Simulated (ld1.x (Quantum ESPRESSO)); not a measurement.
**aluminium: excitation energies, all-electron against TM**

- Element: Al (Z = 13)
- Generator: ld1.x (Quantum ESPRESSO) 7.5
- Type: norm-conserving Troullier–Martins (Kleinman–Bylander form)
- Functional: PW91
- Relativity: scalar-relativistic
- Frozen core: [Ne]
- Valence charge: 3
- Reference configuration: 3s2 3p1
- Partial waves: 3s (bound): rc 1.90 bohr; 3p (bound): rc 1.90 bohr
- Local potential: all-electron potential smoothed inside 1.50 bohr (lloc = -1)
- Core correction: Bessel-smoothed model core inside 1.80 bohr

Energies are relative to the spin-unpolarised reference configuration 3s2 3p1; without spin polarisation the order of configurations can differ from experiment.

| valence configuration | charge | ΔE all-electron (eV) | error AE − PS (meV) |
| --- | --- | --- | --- |
| 3s2 3p0 | +1 | 5.803 | +3.0 |
| 3s2 3p0.5 | +0.5 | 2.103 | +0.5 |
| 3s0 3p3 | 0 | 10.469 | +8.3 |
| 3s2 3p1.3 | -0.3 | -0.583 | +0.1 |
| 3s1 3p2 | 0 | 5.150 | +1.9 |

Problem. What are ΔE and the potential's error for 3s1 3p1?

Solution. ΔE = 11.616 eV all-electron; the error (AE − PS) is +11 meV.

Problem. What are ΔE and the potential's error for 3s1 3p0?

Solution. ΔE = 25.081 eV all-electron; the error (AE − PS) is +41 meV.
